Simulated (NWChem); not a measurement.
CH$_{2}$BNO; SMILES BN=C=O

```xyz
6

B     -0.7886    -1.6414     0.6283
H     -0.1927    -2.3041     1.4437
H     -1.8648    -1.9818     0.1982
N     -0.2154    -0.4440     0.1686
C      0.2731     0.5770    -0.2236
O      0.7486     1.5708    -0.6053
```
Atoms are numbered in this order, from 1.

Program: NWChem. Pople sets run with spherical d functions. STO-3G and 3-21G are far too small for this property and stand as cheap habits. The geometry was optimised at PBE0/def2-SVP. Field at 589 nm.

| level | isotropic polarisability (bohr³) | anisotropy (bohr³) | relative time |
|---|---|---|---|
| B3LYP/STO-3G | 19.0 | 35.5 | 1 |
| B3LYP/6-31G* | 31.9 | 41.9 | 7 |
| B3LYP/def2-SVP | 33.0 | 41.9 | 6 |
| B3LYP/def2-SVPD | 40.1 | 39.5 | 20 |
| B3LYP/aug-cc-pVDZ | 40.4 | 40.5 | 40 |

Relative times are rough (shared machine, one core).
